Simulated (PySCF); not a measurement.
A calculated (r2SCAN, PySCF 2.14, 6-31G*, the non-relativistic Hamiltonian (point nucleus)) atom or ion has these occupied shells.

| shell | electrons | orbital energy (eV) | rms radius, mean of both spins (bohr) |
| --- | --- | --- | --- |
| 1s α | 1 | -12358.3 | 0.0521 |
| 1s β | 1 | -12358.1 | 0.0521 |
| 2s α | 1 | -1599.7 | 0.217 |
| 2s β | 1 | -1599.6 | 0.217 |
| 2p α | 3 | -1437.1 | 0.191 |
| 2p β | 3 | -1436.9 | 0.191 |
| 3s α | 1 | -235.64 | 0.625 |
| 3s β | 1 | -235.49 | 0.625 |
| 3p α | 3 | -178.96 | 0.642 |
| 3p β | 3 | -178.77 | 0.642 |
| 3d α | 5 | -78.730 | 0.700 |
| 3d β | 5 | -78.444 | 0.700 |
| 4s α | 1 | -38.686 | 1.84 |
| 4s β | 1 | -35.920 | 1.84 |
| 4p α | 2 | -26.948 | 2.11 |

(1) Name the element and its charge.

## Answers

(1) Se²⁺ (selenium, charge +2), in [Ar] 3d10 4s2 4p2, high-spin 3P determinant.
